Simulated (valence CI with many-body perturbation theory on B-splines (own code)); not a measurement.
## Ga10+: fill in the table

Method: valence CI with perturbative core correlation (CI+MBPT): three valence electrons over a frozen Dirac-Fock core [Ar], radial functions for each j: 7 s, 7 p, 8 d, 6 f, 4 g, 1 h, with the one-electron correlation potential Σ1, the two-electron term Σ2, the three-electron term Σ3, Breit, model QED; selected CI, second order for the rest, scaled by the run's own slope (own B-spline code, finite nucleus).

No measured levels were compared; by estimate terms of the open shell hold to 2 to 4 % of their energy, and close levels can change places. Excitations out of the core, of the other parity, are not computed and may begin above about 60.9 eV (a cautious bound); beyond it only levels of the ground parity were kept, without lifetimes. Only levels of the ground parity were solved; by the run's estimate the other parity begins above the list, which can be wrong where configurations are misplaced.

| Level | E (cm⁻¹) |
| --- | --- |
| 3d³ ⁴F_3/2 | 0.0 |
| 3d³ ⁴F_5/2 | 2046 |
| 3d³ ⁴F_7/2 | ? |
| 3d³ ⁴F_9/2 | 7463 |
| 3d³ ⁴P_1/2 | 31074 |
| 3d³ ⁴P_3/2 | ? |
| 3d³ ²G_7/2 | ? |
| 3d³ ⁴P_5/2 | 34439 |
| 3d³ ²G_9/2 | 35970 |
| 3d³ ²D_3/2 [a] | 42937 |
| 3d³ ²P_1/2 | 44535 |
| 3d³ ²H_9/2 | ? |
| 3d³ ²H_11/2 | 48068 |
| 3d³ ²D_5/2 [a] | ? |
| 3d³ ²P_3/2 | 51167 |
| 3d³ ²F_7/2 | 74858 |
| 3d³ ²F_5/2 | ? |
| 3d³ ²D_5/2 [b] | 116470 |
| 3d³ ²D_3/2 [b] | 117540 |
| 3d²4s ⁴F_3/2 | 855550 |

Names give the largest LS component (configuration and term), which can be under half, so a name can repeat, a term be missing and a line seem to break the LS rules; names also repeat where a configuration has a term twice. Letters in brackets count levels of one name in rising energy.

(1) The levels stand in rising order. What does the calculation give for the missing energies?

## Answers

(1) 3d³ ⁴F_7/2 4596; 3d³ ⁴P_3/2 31250; 3d³ ²G_7/2 33981; 3d³ ²H_9/2 47115; 3d³ ²D_5/2 [a] 49399; 3d³ ²F_5/2 76028.
